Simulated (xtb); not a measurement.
xtb input (GFN2-xTB):

```bash
xtb mol.xyz --gfn 2 --ohess tight --chrg -1 --uhf 0
```
mol.xyz:
```
11

C     -2.01571689    -0.18815556     0.21770906
C     -0.68051085    -0.80043968    -0.12727403
B      0.61134371     0.17105063    -0.03821056
O      0.50577226     1.44603353     0.29604505
O      1.80765200    -0.49825916    -0.34077706
H     -2.88101260    -0.84399874     0.11248053
H     -2.21792885     0.71085236    -0.42014848
H     -1.96979153     0.21504096     1.19653843
H     -0.71880770    -1.25979237    -1.16963520
H     -0.47930957    -1.70872692     0.51877519
H      2.51269458     0.20611702    -0.27853310
```

Output:

```
           -------------------------------------------------
          |                Calculation Setup                |
           -------------------------------------------------

           -------------------------------------------------
          |                 G F N 2 - x T B                 |
           -------------------------------------------------

        Reference                      10.1021/acs.jctc.8b01176
      * Hamiltonian:
        H0-scaling (s, p, d)           1.850000    2.230000    2.230000
        zeta-weighting                 0.500000
      * Dispersion:
        s8                             2.700000
        a1                             0.520000
        a2                             5.000000
        s9                             5.000000
      * Repulsion:
        kExp                           1.500000    1.000000
        rExp                           1.000000
      * Coulomb:
        alpha                          2.000000
        third order                    shell-resolved
        anisotropic                    true
        a3                             3.000000
        a5                             4.000000
        cn-shift                       1.200000
        cn-exp                         4.000000
        max-rad                        5.000000

          ...................................................
          :                      SETUP                      :
          :.................................................:
          :  # basis functions                  26          :
          :  # atomic orbitals                  26          :
          :  # shells                           16          :
          :  # electrons                        30          :
          :  max. iterations                   250          :
          :  Hamiltonian                  GFN2-xTB          :
          :  restarted?                      false          :
          :  GBSA solvation                  false          :
          :  PC potential                    false          :
          :  electronic temp.          300.0000000     K    :
          :  accuracy                    1.0000000          :
          :  -> integral cutoff          0.2500000E+02      :
          :  -> integral neglect         0.1000000E-07      :
          :  -> SCF convergence          0.1000000E-05 Eh   :
          :  -> wf. convergence          0.1000000E-03 e    :
          :  Broyden damping             0.4000000          :
          :  net charge                         -1          :
          :  unpaired electrons                  0          :
          ...................................................

 iter      E             dE          RMSdq      gap      omega  full diag
   1    -16.8034701 -0.168035E+02  0.715E+00    8.77       0.0  T
   2    -17.0617039 -0.258234E+00  0.452E+00    5.27       1.0  T
   3    -17.0811325 -0.194286E-01  0.240E+00    6.72       1.0  T
   4    -17.0829349 -0.180242E-02  0.103E+00    5.77       1.0  T
   5    -17.0961715 -0.132366E-01  0.257E-01    6.35       1.0  T
   6    -17.0961020  0.695122E-04  0.121E-01    6.38       1.0  T
[...]
 * 4 distinct bonds (by element types)

   Z      Z             #   av. dist./Å        max./Å        min./Å
   1 H    6 C           5     1.0935313     1.0985836     1.0888684
   6 C    6 C           1     1.5232132     1.5232132     1.5232132
   1 H    8 O           1     0.9576283     0.9576283     0.9576283
   5 B    8 O           1     1.2678387     1.2678387     1.2678387

           -------------------------------------------------
          |               Frequency Printout                |
           -------------------------------------------------
 projected vibrational frequencies (cm⁻¹)
eigval :       -0.00    -0.00    -0.00     0.00     0.00     0.00
eigval :      -18.06   168.59   171.11   344.21   410.08   466.57
eigval :      507.68   663.20   754.61   788.98   960.12   998.35
eigval :     1022.94  1083.39  1251.81  1275.82  1394.28  1511.90
eigval :     1513.78  1524.46  1578.56  2867.51  2907.94  2931.74
eigval :     3002.90  3014.02  3635.30
 reduced masses (amu)
   1: 13.68   2: 11.39   3: 10.79   4: 12.50   5: 13.09   6: 13.09   7:  8.03   8:  9.01
   9:  4.88  10: 12.33  11:  3.74  12: 12.65  13:  6.51  14: 10.96  15:  5.21  16: 11.42
  17:  2.69  18:  3.06  19:  4.36  20:  9.72  21:  3.51  22:  4.98  23:  3.03  24:  1.58
  25:  1.95  26:  1.78  27: 12.30  28:  1.72  29:  1.97  30:  1.49  31:  1.93  32:  1.43
  33:  1.88
 IR intensities (km·mol⁻¹)
   1: 10.50   2:  6.95   3:  2.42   4:  9.44   5: 12.39   6:  4.22   7:  1.34   8:  4.73
   9:  1.56  10: 18.04  11: 28.16  12: 15.54  13:126.77  14: 20.11  15: 78.85  16:445.82
  17: 14.16  18: 17.33  19: 56.38  20: 10.43  21:  9.21  22:  7.00  23:  7.00  24:  2.52
  25:  5.83  26:  3.18  27:541.53  28:190.97  29:165.16  30:129.81  31:101.21  32: 53.05
  33: 18.66
 Raman intensities (Ä⁴*amu⁻¹)
   1:  0.00   2:  0.00   3:  0.00   4:  0.00   5:  0.00   6:  0.00   7:  0.00   8:  0.00
   9:  0.00  10:  0.00  11:  0.00  12:  0.00  13:  0.00  14:  0.00  15:  0.00  16:  0.00
  17:  0.00  18:  0.00  19:  0.00  20:  0.00  21:  0.00  22:  0.00  23:  0.00  24:  0.00
  25:  0.00  26:  0.00  27:  0.00  28:  0.00  29:  0.00  30:  0.00  31:  0.00  32:  0.00
  33:  0.00
 output can be read by thermo (or use thermo option).
 writing <g98.out> molden fake output.
 recommended (thermochemical) frequency scaling factor: 1.0
           -------------------------------------------------
          |             Thermodynamic Functions             |
           -------------------------------------------------

cs  symmetry found (for desy threshold:  0.10E+00) used in thermo
 inverting freq            1   18.064960558178662

          ...................................................
          :                      SETUP                      :
          :.................................................:
Note: The following floating-point exceptions are signalling: IEEE_UNDERFLOW_FLAG IEEE_DENORMAL
normal termination of xtb
          :  # frequencies                          27      :
          :  # imaginary freq.                       0      :
          :  linear?                             false      :
          :  only rotor calc.                    false      :
          :  symmetry                               cs      :
          :  rotational number                       1      :
          :  scaling factor                  1.0000000      :
          :  rotor cutoff                   50.0000000 cm⁻¹ :
          :  imag. cutoff                  -20.0000000 cm⁻¹ :
          :.................................................:

    mode    ω/cm⁻¹     T·S(HO)/kcal·mol⁻¹    T·S(FR)/kcal·mol⁻¹   T·S(vib)
   ------------------------------------------------------------------------
       1     18.06    -2.03823 (  1.68%)    -1.35610 ( 98.32%)    -1.36753
       2    168.59    -0.73082 ( 99.23%)    -0.69627 (  0.77%)    -0.73055
       3    171.11    -0.72250 ( 99.28%)    -0.69188 (  0.72%)    -0.72228
   ------------------------------------------------------------------------

   temp. (K)  partition function   enthalpy   heat capacity  entropy
                                   cal/mol     cal/K/mol   cal/K/mol   J/K/mol
 298.15  VIB   76.3                 2354.747     14.809     14.262
         ROT  0.997E+05              888.752      2.981     25.855
         INT  0.761E+07             3243.500     17.789     40.117
         TR   0.602E+27             1481.254      4.968     38.757
         TOT                        4724.7536    22.7576    78.8741   330.0092

       T/K    H(0)-H(T)+PV         H(T)/Eh          T*S/Eh         G(T)/Eh
   ------------------------------------------------------------------------
    298.15    0.752937E-02    0.912928E-01    0.374756E-01    0.538172E-01
   ------------------------------------------------------------------------

         :::::::::::::::::::::::::::::::::::::::::::::::::::::
         ::                  THERMODYNAMIC                  ::
         :::::::::::::::::::::::::::::::::::::::::::::::::::::
         :: total free energy         -16.914149695086 Eh   ::
         ::.................................................::
         :: total energy              -16.967966883912 Eh   ::
         :: zero point energy           0.083763440951 Eh   ::
         :: G(RRHO) w/o ZPVE           -0.029946252124 Eh   ::
         :: G(RRHO) contrib.            0.053817188827 Eh   ::
         :::::::::::::::::::::::::::::::::::::::::::::::::::::
imag cut-off (cm-1) :    5.00
 found            1  significant imaginary frequency
 writing imag mode distorted coords to xtbhess.xyz
 for further optimization.

optimized geometry written to: xtbopt.xyz

           -------------------------------------------------
          | TOTAL ENERGY              -16.967966883912 Eh   |
          | TOTAL ENTHALPY            -16.876674068811 Eh   |
          | TOTAL FREE ENERGY         -16.914149695086 Eh   |
          | GRADIENT NORM               0.000130103585 Eh/α |
          | HOMO-LUMO GAP               6.787741669924 eV   |
           -------------------------------------------------

------------------------------------------------------------------------
------------------------------------------------------------------------
 total:
 SCF:
 ANC optimizer:
 analytical hessian:
```

It need not be the lowest isomer of its formula. Whether it binds its extra electron was not tested at this geometry.
